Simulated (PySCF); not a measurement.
Isomers of C6H14P2.

All values: PBE0/pcSseg-1 (PySCF) at PBE0-D3(BJ)/def2-SVP geometries, gas phase, one conformer each.

Question: Rank by the highest Hirshfeld charge on any atom, lowest value first.
A. `[CH2:1]=[CH:2][CH2:3][P@:4](=[CH2:5])([PH2:6])[CH2:7][CH3:8]` with C1–C2–C3–P4 -108°, C2–C3–P4–C5 172°, C3–P4–P6–H 53° and 148°, C3–P4–C7–C8 167°
B. `[CH2:1]=[CH:2][P:3]([CH2:4][CH3:5])[P:6]([CH3:7])[CH3:8]` with C1–C2–P3–C4 -146°, C2–P3–C4–C5 74°, C2–P3–P6–C7 -178°
C. `[CH2:1]=[P@:2]([CH3:3])(/[CH:4]=[CH:5]/[CH3:6])[CH2:7][PH2:8]` with C1–P2–C4–C5 113°, C1–P2–C7–P8 -50°, P2–C7–P8–H 85° and 180°

Answer: B (+0.102 e), A (+0.317 e), C (+0.359 e).

Question: Rank by the lowest Hirshfeld charge on any atom, lowest value first.
A. `[CH2:1]=[CH:2][P:3]([CH2:4][CH3:5])[P:6]([CH3:7])[CH3:8]` with C1–C2–P3–C4 -146°, C2–P3–C4–C5 74°, C2–P3–P6–C7 -178°
B. `[CH2:1]=[CH:2][CH2:3][P@:4]([CH3:5])([PH2:6])=[CH:7][CH3:8]` with C1–C2–C3–P4 -104°, C2–C3–P4–C5 175°, C3–P4–P6–H -179° and -86°
C. `[PH2:1][P:2]1[CH2:3][CH2:4][CH2:5][CH2:6][CH2:7][CH2:8]1` with H–P1–P2–C3 -83° and -176°, P1–P2–C3–C4 -172°, P2–C3–C4–C5 60°, C3–C4–C5–C6 -70°, C4–C5–C6–C7 94°
D. `[CH2:1]=[P@:2]([CH3:3])(/[CH:4]=[CH:5]/[CH3:6])[CH2:7][PH2:8]` with C1–P2–C4–C5 113°, C1–P2–C7–P8 -50°, P2–C7–P8–H 85° and 180°

Answer: D (-0.330 e), B (-0.230 e), A (-0.170 e), C (-0.117 e).

Question: Rank by LUMO energy, lowest first.
A. `[CH2:1]=[CH:2][P:3]([CH2:4][CH3:5])[P:6]([CH3:7])[CH3:8]` with C1–C2–P3–C4 -146°, C2–P3–C4–C5 74°, C2–P3–P6–C7 -178°
B. `[PH2:1][P:2]1[CH2:3][CH2:4][CH2:5][CH2:6][CH2:7][CH2:8]1` with H–P1–P2–C3 -83° and -176°, P1–P2–C3–C4 -172°, P2–C3–C4–C5 60°, C3–C4–C5–C6 -70°, C4–C5–C6–C7 94°
C. `[CH2:1]=[P@:2]([CH3:3])(/[CH:4]=[CH:5]/[CH3:6])[CH2:7][PH2:8]` with C1–P2–C4–C5 113°, C1–P2–C7–P8 -50°, P2–C7–P8–H 85° and 180°
D. `[CH2:1]=[CH:2][CH2:3][P@:4]([CH3:5])([PH2:6])=[CH:7][CH3:8]` with C1–C2–C3–P4 -104°, C2–C3–P4–C5 175°, C3–P4–P6–H -179° and -86°

Answer: A (-0.50 eV), C (-0.34 eV), D (-0.19 eV), B (0.06 eV).

All values together:

| SMILES | μ (D) | HOMO (eV) | LUMO (eV) | lowest IAO charge (e) | highest IAO charge (e) | lowest Hirshfeld charge (e) | highest Hirshfeld charge (e) |
| --- | --- | --- | --- | --- | --- | --- | --- |
| C=CC[P@](C)(P)=CC | 1.20 | -4.77 | -0.19 | -0.694 (C) | +1.015 (P) | -0.230 (C) | +0.314 (P) |
| C=[P@](C)(/C=C/C)CP | 3.64 | -4.92 | -0.34 | -0.950 (C) | +1.244 (P) | -0.330 (C) | +0.359 (P) |
| C=CC[P@](=C)(P)CC | 1.85 | -4.95 | -0.40 | -0.941 (C) | +1.021 (P) | -0.326 (C) | +0.317 (P) |
| C=CP(CC)P(C)C | 0.07 | -6.02 | -0.50 | -0.601 (C) | +0.315 (P) | -0.170 (C) | +0.102 (P) |
| PP1CCCCCC1 | 1.11 | -6.27 | 0.06 | -0.431 (C) | +0.298 (P) | -0.117 (C) | +0.098 (P) |

Conformers: `[CH2:1]=[CH:2][CH2:3][P@:4]([CH3:5])([PH2:6])=[CH:7][CH3:8]` with C1–C2–C3–P4 -104°, C2–C3–P4–C5 175°, C3–P4–P6–H -179° and -86°; `[CH2:1]=[P@:2]([CH3:3])(/[CH:4]=[CH:5]/[CH3:6])[CH2:7][PH2:8]` with C1–P2–C4–C5 113°, C1–P2–C7–P8 -50°, P2–C7–P8–H 85° and 180°; `[CH2:1]=[CH:2][CH2:3][P@:4](=[CH2:5])([PH2:6])[CH2:7][CH3:8]` with C1–C2–C3–P4 -108°, C2–C3–P4–C5 172°, C3–P4–P6–H 53° and 148°, C3–P4–C7–C8 167°; `[CH2:1]=[CH:2][P:3]([CH2:4][CH3:5])[P:6]([CH3:7])[CH3:8]` with C1–C2–P3–C4 -146°, C2–P3–C4–C5 74°, C2–P3–P6–C7 -178°; `[PH2:1][P:2]1[CH2:3][CH2:4][CH2:5][CH2:6][CH2:7][CH2:8]1` with H–P1–P2–C3 -83° and -176°, P1–P2–C3–C4 -172°, P2–C3–C4–C5 60°, C3–C4–C5–C6 -70°, C4–C5–C6–C7 94°.
